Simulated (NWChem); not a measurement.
System: C5H3F; SMILES C#CC(F)=C=C

Parts of the log:

```
             Northwest Computational Chemistry Package (NWChem) 7.3.0
             --------------------------------------------------------

 CS  symmetry detected

                             Geometry "geometry" -> ""
                             -------------------------

 Output coordinates in angstroms (scale by  1.889725989 to convert to a.u.)

  No.       Tag          Charge          X              Y              Z
 ---- ---------------- ---------- -------------- -------------- --------------
    1 C                    6.0000     0.95493452     2.33703328     0.00000000
    2 C                    6.0000     0.34508508     1.27365681     0.00000000
    3 C                    6.0000    -0.36613966     0.04098087     0.00000000
    4 F                    9.0000    -1.72240780     0.14899763     0.00000000
    5 C                    6.0000     0.21754625    -1.15411440     0.00000000
    6 C                    6.0000     0.82102784    -2.32114069     0.00000000
    7 H                    1.0000     1.49396339     3.27425910     0.00000000
    8 H                    1.0000     1.08649136    -2.83686647     0.94155700
    9 H                    1.0000     1.08649136    -2.83686647    -0.94155700

 Effective nuclear repulsion energy (a.u.)     179.8803264136

      Symmetry information
      --------------------

 Group name             Cs
 Group number              2
 Group order               2
 No. of unique centers     8

                                 NWChem DFT Module
                                 -----------------

 Summary of "ao basis" -> "ao basis" (spherical)
 ------------------------------------------------------------------------------
       Tag                 Description            Shells   Functions and Types
 ---------------- ------------------------------  ------  ---------------------
 C                          def2-svp                 6       14   3s2p1d
 F                          def2-svp                 6       14   3s2p1d
 H                          def2-svp                 3        5   2s1p

      Symmetry analysis of basis
      --------------------------

        a'         69
        a"         30

            General Information
            -------------------
          SCF calculation type: DFT
          Wavefunction type:  closed shell.
          No. of atoms     :     9
          No. of electrons :    42
           Alpha electrons :    21
            Beta electrons :    21
          Charge           :     0
          Spin multiplicity:     1
          Use of symmetry is: on ; symmetry adaption is: on
          Maximum number of iterations: 150
          AO basis - number of functions:    99
                     number of shells:    45
          Convergence on energy requested:  1.00D-06
          Convergence on density requested:  1.00D-05
          Convergence on gradient requested:  5.00D-04

              XC Information
              --------------
                         B3LYP Method XC Potential
                     Hartree-Fock (Exact) Exchange  0.200
                        Slater Exchange Functional  0.800 local
                    Becke 1988 Exchange Functional  0.720 non-local
              Lee-Yang-Parr Correlation Functional  0.810
                  VWN I RPA Correlation Functional  0.190 local

             Grid Information
             ----------------
          Grid used for XC integration:  medium
          Radial quadrature: Mura-Knowles
          Angular quadrature: Lebedev.
          Tag              B.-S. Rad. Rad. Pts. Rad. Cut. Ang. Pts.
          ---              ---------- --------- --------- ---------
          C                   0.70       49          13.0       434
          F                   0.50       49          11.0       434
          H                   0.35       45          14.0       434
          Grid pruning is: on
          Number of quadrature shells:   384
          Spatial weights used:  Erf1

      Superposition of Atomic Density Guess
      -------------------------------------

 Sum of atomic energies:        -288.91440105

      Non-variational initial energy
      ------------------------------

 Total energy =    -291.815506
 1-e energy   =    -749.078225
 2-e energy   =     277.382392
 HOMO         =      -0.246861
 LUMO         =      -0.036116

      Symmetry analysis of molecular orbitals - initial
      -------------------------------------------------

  Numbering of irreducible representations:

     1 a'          2 a"

  Orbital symmetries:

     1 a'          2 a'          3 a'          4 a'          5 a'
     6 a'          7 a'          8 a'          9 a'         10 a'
    11 a'         12 a'         13 a"         14 a'         15 a'
    16 a"         17 a'         18 a"         19 a'         20 a'
    21 a"         22 a'         23 a"         24 a'         25 a'
    26 a'         27 a"         28 a"         29 a'         30 a'
    31 a'

   convergence    iter        energy       DeltaE   RMS-Dens  Diis-err
 ---------------- ----- ----------------- --------- --------- ---------
 d= 0,ls=0.0,diis     1   -291.7214881228 -4.72D+02  1.59D-02  7.36D-01
 d= 0,ls=0.0,diis     2   -291.7180776859  3.41D-03  7.64D-03  9.17D-01
 d= 0,ls=0.0,diis     3   -291.7959543363 -7.79D-02  3.12D-03  1.24D-01
 d= 0,ls=0.0,diis     4   -291.8035834709 -7.63D-03  1.43D-03  5.59D-02
 d= 0,ls=0.0,diis     5   -291.8106068121 -7.02D-03  3.28D-04  1.64D-03
  Resetting Diis
 d= 0,ls=0.0,diis     6   -291.8107745453 -1.68D-04  1.13D-04  1.44D-04
 d= 0,ls=0.0,diis     7   -291.8107954063 -2.09D-05  8.42D-05  1.47D-05
 d= 0,ls=0.0,diis     8   -291.8107901360  5.27D-06  5.52D-05  5.17D-05
 d= 0,ls=0.0,diis     9   -291.8107975318 -7.40D-06  3.53D-06  1.59D-07
 d= 0,ls=0.0,diis    10   -291.8107975524 -2.06D-08  8.50D-07  1.27D-08

         Total DFT energy =     -291.810797552361
      One electron energy =     -752.862959773946
           Coulomb energy =      319.655334933411
    Exchange-Corr. energy =      -38.483499125427
 Nuclear repulsion energy =      179.880326413600

 Numeric. integr. density =       41.999999415110

                  Occupations of the irreducible representations
                  ----------------------------------------------

                     irrep           alpha         beta
                     --------     --------     --------
                     a'               17.0         17.0
                     a"                4.0          4.0

                       DFT Final Molecular Orbital Analysis
                       ------------------------------------

 Vector   19  Occ=2.000000D+00  E=-3.180162D-01  Symmetry=a'
              MO Center=  4.2D-01, -1.9D-01,  1.1D-15, r^2= 4.2D+00
   Bfn.  Coefficient  Atom+Function         Bfn.  Coefficient  Atom+Function
  ----- ------------  ---------------      ----- ------------  ---------------
    60      0.299921  5 C  px                18      0.277598  2 C  px
    74      0.255955  6 C  px                 4      0.209643  1 C  px
    63      0.163710  5 C  px                46     -0.158510  4 F  px
    77      0.155477  6 C  px                75      0.145664  6 C  py
     5     -0.140706  1 C  py                21      0.130501  2 C  px

 Vector   20  Occ=2.000000D+00  E=-2.911311D-01  Symmetry=a'
              MO Center=  6.1D-01,  2.6D-01, -7.3D-17, r^2= 4.7D+00
   Bfn.  Coefficient  Atom+Function         Bfn.  Coefficient  Atom+Function
  ----- ------------  ---------------      ----- ------------  ---------------
     4      0.297547  1 C  px                74     -0.270633  6 C  px
    18      0.263012  2 C  px                60     -0.222334  5 C  px
    19     -0.193754  2 C  py                 7      0.185547  1 C  px
    77     -0.184801  6 C  px                21      0.161075  2 C  px
     5     -0.157736  1 C  py                61     -0.151021  5 C  py

 Vector   21  Occ=2.000000D+00  E=-2.488963D-01  Symmetry=a"
              MO Center=  2.6D-01,  1.9D-01,  6.3D-17, r^2= 4.0D+00
   Bfn.  Coefficient  Atom+Function         Bfn.  Coefficient  Atom+Function
  ----- ------------  ---------------      ----- ------------  ---------------
    62      0.357294  5 C  pz                 6     -0.317242  1 C  pz
    34      0.307674  3 C  pz                65      0.265141  5 C  pz
     9     -0.221046  1 C  pz                20     -0.194358  2 C  pz
    48      0.192906  4 F  pz                37      0.163254  3 C  pz
    51     -0.151638  4 F  pz                90     -0.124616  8 H  s

 Vector   22  Occ=0.000000D+00  E=-4.448838D-02  Symmetry=a'
              MO Center=  3.8D-01, -7.0D-01, -1.3D-15, r^2= 4.6D+00
   Bfn.  Coefficient  Atom+Function         Bfn.  Coefficient  Atom+Function
  ----- ------------  ---------------      ----- ------------  ---------------
    77      0.453205  6 C  px                74      0.336696  6 C  px
    63     -0.303907  5 C  px                60     -0.302143  5 C  px
     7      0.295759  1 C  px                31      0.284030  3 C  s
    64     -0.268412  5 C  py                 4      0.218253  1 C  px
    46      0.189551  4 F  px                78      0.189399  6 C  py

 Vector   23  Occ=0.000000D+00  E=-4.052820D-02  Symmetry=a"
              MO Center=  3.8D-01,  8.2D-02,  6.1D-16, r^2= 4.6D+00
   Bfn.  Coefficient  Atom+Function         Bfn.  Coefficient  Atom+Function
  ----- ------------  ---------------      ----- ------------  ---------------
    65      0.413365  5 C  pz                 9      0.403624  1 C  pz
    62      0.401573  5 C  pz                34     -0.317194  3 C  pz
     6      0.310562  1 C  pz                91     -0.295945  8 H  s
    96      0.295945  9 H  s                 37     -0.287757  3 C  pz
    23     -0.277632  2 C  pz                20     -0.208645  2 C  pz

 Vector   24  Occ=0.000000D+00  E= 3.885068D-02  Symmetry=a'
              MO Center=  6.2D-01,  8.2D-01,  5.7D-17, r^2= 4.4D+00
   Bfn.  Coefficient  Atom+Function         Bfn.  Coefficient  Atom+Function
  ----- ------------  ---------------      ----- ------------  ---------------
     7      0.527034  1 C  px                21     -0.495735  2 C  px
    63      0.421839  5 C  px                22      0.337800  2 C  py
    18     -0.334207  2 C  px                 4      0.296309  1 C  px
     8     -0.281708  1 C  py                31      0.276480  3 C  s
    77     -0.274654  6 C  px                19      0.261065  2 C  py

     Multipole analysis of the density
     ---------------------------------

     L   x y z        total         alpha         beta         nuclear
     -   - - -        -----         -----         ----         -------
     0   0 0 0     -0.000000    -21.000000    -21.000000     42.000000

     1   1 0 0      0.726544      0.363272      0.363272     -0.000000
     1   0 1 0     -0.233407     -0.116703     -0.116703      0.000000
     1   0 0 1      0.000000      0.000000      0.000000      0.000000

     2   2 0 0    -25.930949    -89.050180    -89.050180    152.169411
     2   1 1 0      0.588732      1.340586      1.340586     -2.092440
     2   1 0 1      0.000000      0.000000      0.000000      0.000000
     2   0 2 0    -18.248209   -205.261021   -205.261021    392.273833
     2   0 1 1     -0.000000     -0.000000     -0.000000      0.000000
     2   0 0 2    -25.067889    -15.699799    -15.699799      6.331708

                                 NWChem DFT Module
                                 -----------------

      Symmetry analysis of basis
      --------------------------

        a'         69
        a"         30

            General Information
            -------------------
          SCF calculation type: DFT
          Wavefunction type:  spin polarized.
          No. of atoms     :     9
          No. of electrons :    41
           Alpha electrons :    21
            Beta electrons :    20
          Charge           :     1
          Spin multiplicity:     2
          Use of symmetry is: on ; symmetry adaption is: on
          Maximum number of iterations: 150
          AO basis - number of functions:    99
                     number of shells:    45
          Convergence on energy requested:  1.00D-06
          Convergence on density requested:  1.00D-05
          Convergence on gradient requested:  5.00D-04

              XC Information
              --------------
                         B3LYP Method XC Potential
                     Hartree-Fock (Exact) Exchange  0.200
                        Slater Exchange Functional  0.800 local
                    Becke 1988 Exchange Functional  0.720 non-local
              Lee-Yang-Parr Correlation Functional  0.810
                  VWN I RPA Correlation Functional  0.190 local

             Grid Information
             ----------------
          Grid used for XC integration:  medium
          Radial quadrature: Mura-Knowles
          Angular quadrature: Lebedev.
          Tag              B.-S. Rad. Rad. Pts. Rad. Cut. Ang. Pts.
          ---              ---------- --------- --------- ---------
          C                   0.70       49          13.0       434
          F                   0.50       49          11.0       434
          H                   0.35       45          14.0       434
          Grid pruning is: on
          Number of quadrature shells:   384
          Spatial weights used:  Erf1

      Superposition of Atomic Density Guess
      -------------------------------------

 Sum of atomic energies:        -288.91440105

 Renormalizing density from      42.00 to     41

      Non-variational initial energy
      ------------------------------

 Total energy =    -287.031749
 1-e energy   =    -731.243029
 2-e energy   =     264.330953
 HOMO         =      -0.526432
 LUMO         =      -0.309701

   Symmetry analysis of molecular orbitals - initial alpha
   -------------------------------------------------------

  Numbering of irreducible representations:

     1 a'          2 a"

  Orbital symmetries:

     1 a'          2 a'          3 a'          4 a'          5 a'
     6 a'          7 a'          8 a'          9 a'         10 a'
    11 a'         12 a'         13 a"         14 a'         15 a'
    16 a'         17 a"         18 a"         19 a'         20 a'
    21 a"         22 a'         23 a"         24 a'         25 a"
    26 a'         27 a'         28 a'         29 a'         30 a"
    31 a'

   Symmetry analysis of molecular orbitals - initial beta
   ------------------------------------------------------

  Numbering of irreducible representations:

     1 a'          2 a"

  Orbital symmetries:

     1 a'          2 a'          3 a'          4 a'          5 a'
     6 a'          7 a'          8 a'          9 a'         10 a'
    11 a'         12 a'         13 a"         14 a'         15 a'
    16 a'         17 a"         18 a"         19 a'         20 a'
    21 a"         22 a'         23 a"         24 a'         25 a"
    26 a'         27 a'         28 a'         29 a'         30 a"
    31 a'

[...]
```

Level: B3LYP/def2-SVP, vertical spin-unrestricted ions. The geometry was optimised at PBE-D3(BJ)/def2-SVP.

Q: Which NWChem input produces such a log?

A: One answer among several that fit: the input that was run:
```
start job
memory heap 200 mb stack 900 mb global 1100 mb
geometry units angstroms noautoz
  C      0.941726     2.338686     0.000000
  C      0.332092     1.275186     0.000000
  C     -0.378883     0.042366     0.000000
  F     -1.735173     0.150108     0.000000
  C      0.205045    -1.152611     0.000000
  C      0.808763    -2.319515     0.000000
  H      1.480565     3.276021     0.000000
  H      1.074331    -2.835187     0.941557
  H      1.074331    -2.835187    -0.941557
end
basis spherical
  * library def2-svp
end
dft
  xc b3lyp
  iterations 150
  vectors input atomic output neutral.movecs
end
task dft energy
charge 1
dft
  odft
  mult 2
  vectors input atomic output cation.movecs
end
task dft energy
```
